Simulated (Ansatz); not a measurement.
HBr₂ClOSi, singlet, geometry from GFN2-xTB, atoms displaced at random by about 0.08 Å a coordinate; HF/STO-3G, gradient in Ansatz (a first-principles code).

Ansatz was given this input:
Ansatz 0.2 input:
```yaml
crystal:
  periodic: [false, false, false]
  atoms:
    - {symbol: O, position_ang: [-1.66755329, -0.71114409, -1.20040787]}
    - {symbol: Si, position_ang: [-0.47124130, -0.47455418, 0.05451016]}
    - {symbol: Cl, position_ang: [-0.66476911, -1.41719625, 1.78130996]}
    - {symbol: Br, position_ang: [1.42282920, -0.81561365, -0.95009510]}
    - {symbol: Br, position_ang: [-0.40137696, 1.80543313, 0.48461477]}
    - {symbol: H, position_ang: [-2.58994781, -0.56865133, -0.88486163]}
basis:
  gaussian:
    orbitals: STO-3G
hamiltonian:
  xc: hf
output: {forces: true}
```

Output, abridged:

```
Functional definition: HF
638 factors; integrals over basis functions are off by at most 3.1e-5 eV
mean field evaluation 1: about -160653.7231 eV, gradient 3.3e1 eV
mean field evaluation 2: about -160653.7713 eV, gradient 3.3e1 eV
mean field evaluation 4: about -160658.4750 eV, gradient 1.4e0 eV
mean field evaluation 8: about -160658.4853 eV, gradient 2.7e-5 eV
mean field -160658.48528975 eV, -5904.0904361656 hartree, gradient 7.3e-5 eV, S^2 0.000000; 0 other end points of the search recorded, 0 dependent functions left out
the calculation of the forces begins
reference -160658.48528975 eV, -5904.0904361656 hartree; 55, 55 occupied and 5, 5 virtual orbitals, 638 factors
Total energy: -160658.48528975 eV, -5904.0904361656 hartree
Atom 0 at    -1.667553    -0.711144    -1.200408 Å, force     1.947469    -0.227695     1.765272 eV/Å
Atom 1 at    -0.471241    -0.474554     0.054510 Å, force    -1.600530     4.378920    -4.333521 eV/Å
Atom 2 at    -0.664769    -1.417196     1.781310 Å, force    -0.551591    -1.712298     2.406666 eV/Å
Atom 3 at     1.422829    -0.815614    -0.950095 Å, force     0.562690    -0.670334    -0.247925 eV/Å
Atom 4 at    -0.401377     1.805433     0.484615 Å, force    -0.406150    -1.893699    -0.121894 eV/Å
Atom 5 at    -2.589948    -0.568651    -0.884862 Å, force     0.048112     0.125106     0.531402 eV/Å
Dipole moment:    -0.417859    -0.198385    -0.061535 e Å
```
